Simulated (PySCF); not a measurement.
C2H6N, SMILES C[CH]N, multiplicity 2. Atoms are numbered in the order given.

```xyz
9

C     -1.2360     0.2152     0.0730
C      0.0472    -0.5283     0.0926
N      1.2143     0.1981    -0.1786
H     -2.0628    -0.4260     0.3825
H     -1.2108     1.0743     0.7554
H     -1.4814     0.6146    -0.9255
H      0.0731    -1.5648    -0.2261
H      1.2448     1.1033     0.2741
H      2.0701    -0.3100    -0.0043
```
Charge 0, spin multiplicity 2.

Geometry: r2SCAN-D4/def2-TZVP. The isomer is the one that the SMILES or the coordinates give; other isomers of the formula were not compared. The values are those of a single conformer.

Two levels are set side by side: PBE/pcH-1 (PySCF) and PBE0/pcH-1 (PySCF). Contact hyperfine couplings, same geometry. Differences are taken from unrounded values.

```csv
quantity,PBE0,PBE,PBE minus PBE0
"A(iso) of 13C, atom C1 (MHz)",-21.7,-15.5,6.2
"A(iso) of 13C, atom C2 (MHz)",132.4,109.9,-22.5
"A(iso) of 14N, atom N3 (MHz)",12.5,13.1,0.6
"A(iso) of 1H, atom H4 (MHz)",10.8,10.0,-0.7
"A(iso) of 1H, atom H5 (MHz)",44.5,44.4,-0.2
"A(iso) of 1H, atom H6 (MHz)",116.4,117.2,0.8
"A(iso) of 1H, atom H7 (MHz)",-39.8,-31.1,8.7
"A(iso) of 1H, atom H8 (MHz)",14.7,16.4,1.7
"A(iso) of 1H, atom H9 (MHz)",10.9,12.2,1.3
```

Rough cost on one machine, each run with all the roots and properties that it gave: PBE0 against PBE within a factor of 2.
